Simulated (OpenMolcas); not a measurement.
4s² 4p along the 31-electron sequence

```yaml
Program: OpenMolcas
Method: MS-RASPT2, IPEA 0.25 Eh, imaginary shift 0.1 Eh
Basis: ANO-R2
Scalar_Hamiltonian: X2C, finite nucleus
Spin-orbit_coupling: state interaction with AMFI integrals over the reference wave functions, term energies averaged over their components
```

Active space for each ion: 3 electrons in 9 orbitals (RAS2 4s 4p; RAS3 4d, at most 2 electrons); closed shells correlated by CASPT2: 3d.

Computed levels in cm-1 above ²P°_1/2:

```
                                Level  Se3+  Br4+  Kr5+
                              ²P°_3/2  3850  5490  7400
weight of ²P° in the lowest level (%)   100   100   100
```

Measured, with the error of the calculation in %. Measured levels: Se3+, Br4+ from Moore, Atomic Energy Levels, vol. II, NSRDS-NBS 35 (1971 reprint of NBS Circular 467, 1952); Kr5+ from Saloman, J. Phys. Chem. Ref. Data 36, 215 (2007).

```
  Level          Se3+         Br4+         Kr5+
²P°_3/2  4376 (-12.0)  6090 (-9.9)  8110 (-8.8)
```

The fine-structure level ²P°_3/2 changes by a factor of 1.92 from Se3+ to Kr5+. Its fourth root runs 7.88, 8.61, 9.27, with steps per unit of Z of 0.73, 0.67; equal steps would mean a (Z - σ)^4 law with constant σ.

Active for correlation alone: 4d; no level in the range computed is led by a configuration that fills it, so any true level of that kind is missing. Computed and measured levels are paired by configuration, term and J; levels that our copy of the source lacks, or whose pairing is in doubt (as where it misses far off the trend of its configuration), stay unpaired and out of the deviations. Only configurations of the active space appear.

° marks odd parity.
